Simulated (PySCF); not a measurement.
# C6H10F: g tensor and hyperfine couplings

Compound: C6H10F (doublet state).
Z-matrix (Å and degrees, GFN2-xTB geometry), rows numbered from 1:
```
C 
C   1  1.5232
C   2  1.5298  1  112.43
C   3  1.5261  2  111.43  1  -174.85
C   3  1.5269  2  109.35  1    64.86
C   5  1.2976  3  125.52  2  -122.27
F   6  1.3267  5  131.20  3     0.05
H   1  1.0877  2  110.52  3    59.69
H   1  1.0873  2  110.50  3   179.65
H   1  1.0876  2  110.54  3   -60.14
H   2  1.0925  1  109.62  3   121.78
H   2  1.0929  1  109.32  3  -120.37
H   3  1.0941  2  109.31  1   -53.75
H   4  1.0876  3  110.66  2  -178.36
H   4  1.0885  3  110.03  2    61.79
H   4  1.0880  3  110.51  2   -58.07
H   5  1.0788  3  115.36  2    57.89
```

The hyperfine couplings belong to this conformer and change with its torsions.

As a line formula: `CC[C@H](C)/C=[C]\F` [radical].

Method: PySCF, UKS B3LYP, pcH-1 on C F H, non-relativistic, mean-field spin-orbit, GIAO. Isolated species at its GFN2-xTB geometry (one conformer only). The geometry wasn't refined by DFT: couplings that depend on bond lengths, twists or pyramidal angles can differ widely from those at the functional's own minimum. The SCF solution wasn't tested for stability.

```
g1, g2, g3                      : 2.00197, 2.00200, 2.00434
g_iso                           : 2.00277
Form of g                       : close to axial: the two nearest values differ by 1 % of g3 − g1
⟨S²⟩                            : 0.7589 (exact 0.7500)
HOMO–LUMO gap, α and β orbitals : 7.49, 4.51 eV
Total energy                    : -334.42627 Eh
```

Isotropic coupling and dipolar principal values T1 to T3, in MHz; ρ(0) is the spin density at the nucleus:

```json
{"atom": "C1", "isotope": "13C", "a_iso": "-0.1", "T1": "-0.4", "T2": "-0.2", "T3": "0.6", "Mulliken spin population": "0.00", "ρ(0) (bohr⁻³)": "-0.0001"}
{"atom": "C2", "isotope": "13C", "a_iso": "-3.3", "T1": "-0.5", "T2": "-0.4", "T3": "1.0", "Mulliken spin population": "0.00", "ρ(0) (bohr⁻³)": "-0.0029"}
{"atom": "C3", "isotope": "13C", "a_iso": "37.5", "T1": "-7.6", "T2": "-6.8", "T3": "14.4", "Mulliken spin population": "0.07", "ρ(0) (bohr⁻³)": "0.0334"}
{"atom": "C4", "isotope": "13C", "a_iso": "-4.8", "T1": "-0.4", "T2": "-0.3", "T3": "0.8", "Mulliken spin population": "0.00", "ρ(0) (bohr⁻³)": "-0.0043"}
{"atom": "C5", "isotope": "13C", "a_iso": "62.8", "T1": "-25.0", "T2": "-2.3", "T3": "27.3", "Mulliken spin population": "-0.12", "ρ(0) (bohr⁻³)": "0.0559"}
{"atom": "C6", "isotope": "13C", "a_iso": "547.4", "T1": "-78.5", "T2": "-52.0", "T3": "130.5", "Mulliken spin population": "0.95", "ρ(0) (bohr⁻³)": "0.4869"}
{"atom": "F7", "isotope": "19F", "a_iso": "393.4", "T1": "-283.0", "T2": "-218.5", "T3": "501.4", "Mulliken spin population": "0.08", "ρ(0) (bohr⁻³)": "0.0935"}
{"atom": "H8", "isotope": "1H", "a_iso": "-0.1", "T1": "-1.2", "T2": "-0.9", "T3": "2.1", "Mulliken spin population": "0.00", "ρ(0) (bohr⁻³)": "0.0000"}
{"atom": "H9", "isotope": "1H", "a_iso": "0.0", "T1": "-0.7", "T2": "-0.6", "T3": "1.2", "Mulliken spin population": "0.00", "ρ(0) (bohr⁻³)": "0.0000"}
{"atom": "H10", "isotope": "1H", "a_iso": "0.1", "T1": "-1.9", "T2": "-1.7", "T3": "3.6", "Mulliken spin population": "0.00", "ρ(0) (bohr⁻³)": "0.0000"}
{"atom": "H11", "isotope": "1H", "a_iso": "0.6", "T1": "-1.3", "T2": "-0.9", "T3": "2.2", "Mulliken spin population": "0.00", "ρ(0) (bohr⁻³)": "0.0001"}
{"atom": "H12", "isotope": "1H", "a_iso": "6.7", "T1": "-1.0", "T2": "-0.6", "T3": "1.6", "Mulliken spin population": "0.00", "ρ(0) (bohr⁻³)": "0.0015"}
{"atom": "H13", "isotope": "1H", "a_iso": "-5.2", "T1": "-5.3", "T2": "-0.3", "T3": "5.6", "Mulliken spin population": "0.00", "ρ(0) (bohr⁻³)": "-0.0012"}
{"atom": "H14", "isotope": "1H", "a_iso": "1.2", "T1": "-1.6", "T2": "-1.2", "T3": "2.8", "Mulliken spin population": "0.00", "ρ(0) (bohr⁻³)": "0.0003"}
{"atom": "H15", "isotope": "1H", "a_iso": "5.6", "T1": "-1.0", "T2": "-0.7", "T3": "1.6", "Mulliken spin population": "0.00", "ρ(0) (bohr⁻³)": "0.0013"}
{"atom": "H16", "isotope": "1H", "a_iso": "0.4", "T1": "-1.2", "T2": "-0.9", "T3": "2.1", "Mulliken spin population": "0.00", "ρ(0) (bohr⁻³)": "0.0001"}
{"atom": "H17", "isotope": "1H", "a_iso": "42.3", "T1": "-8.1", "T2": "-6.4", "T3": "14.6", "Mulliken spin population": "0.02", "ρ(0) (bohr⁻³)": "0.0095"}
```

Largest spin populations (Mulliken): C6 (+0.95), C5 (-0.12), F7 (+0.08) and C3 (+0.07). C6 is the only atom above +0.15. The positive populations add up to 1.12 and the negative ones to -0.12, together 2S = 1.

Under fast tumbling the dipolar parts average out, and these isotropic splittings remain: 1 × 19F (F7, I = 1/2, 2 lines) with 14.04 mT, 1 × 1H (H17, I = 1/2, 2 lines) with 1.51 mT, 1 × 1H (H12, I = 1/2, 2 lines) with 0.24 mT, 1 × 1H (H13, I = 1/2, 2 lines) with 0.19 mT and 3 × 1H (H14/H15/H16, I = 1/2, 4 lines) with 0.09 mT.

Means are taken over nuclei equivalent by connectivity, which assumes that they swap fast. The three 1H nuclei of mean +2.4 MHz run from 0.4 to 5.6 MHz in the frozen geometry.

The 13C coupling of C6 (547.4 MHz) shows only in satellite lines or after enrichment, since that isotope makes up about 1.07 % of natural carbon.
